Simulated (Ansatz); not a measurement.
Reaction: CH6OSi (methoxysilane, SMILES CO[SiH3]) → CH5OSi (SMILES [SiH2]OC, doublet) + H (doublet) (the H-Si bond breaks)
Each species at its own B3LYP-D3(BJ)/def2-TZVP minimum (Ansatz, a quantum-chemistry and plane-wave program).

Property: bond dissociation energy (electronic), in kJ/mol. Open shells are spin-unrestricted; no spin-orbit coupling. CBS(X,Y): correlation extrapolated as X^-3, Hartree-Fock from the larger set. A bracket is a step between two methods taken in the basis named. Functionals run without relativity, which enters their misses. 'core' is core correlation in cc-pwCVTZ (1s frozen past Ne), 'X2C' scalar relativity in cc-pVTZ-DK, both at CCSD(T). Where a partner has so few electrons that a lower coupled-cluster level is exact, that level stands in.

CCSD(T)/CBS(cc-pV(T+d)Z,cc-pV(Q+d)Z) + [CCSDT(Q) - CCSD(T)]/cc-pV(D+d)Z + core + X2C (Ansatz) gives 409.0 kJ/mol.

### Question
How far off this value is PBE/def2-TZVPD (Ansatz), in which direction, and which of these levels come nearer: r2SCAN/def2-TZVPD, B3LYP/def2-TZVPD, PBE0/def2-TZVPD, wB97M-V/def2-TZVPD, CCSD(T)/CBS(cc-pV(T+d)Z,cc-pV(Q+d)Z) + core + X2C?

### Answer
PBE gives 376.8 kJ/mol, 32.2 kJ/mol below it. Differences of the others: r2SCAN/def2-TZVPD (Ansatz) -23.6; B3LYP/def2-TZVPD (Ansatz) -12.2; PBE0/def2-TZVPD (Ansatz) -24.8; wB97M-V/def2-TZVPD (Ansatz) -1.4; CCSD(T)/CBS(cc-pV(T+d)Z,cc-pV(Q+d)Z) + core + X2C (Ansatz) 0.3 kJ/mol. Nearer than PBE: r2SCAN/def2-TZVPD, B3LYP/def2-TZVPD, PBE0/def2-TZVPD, wB97M-V/def2-TZVPD, CCSD(T)/CBS(cc-pV(T+d)Z,cc-pV(Q+d)Z) + core + X2C.
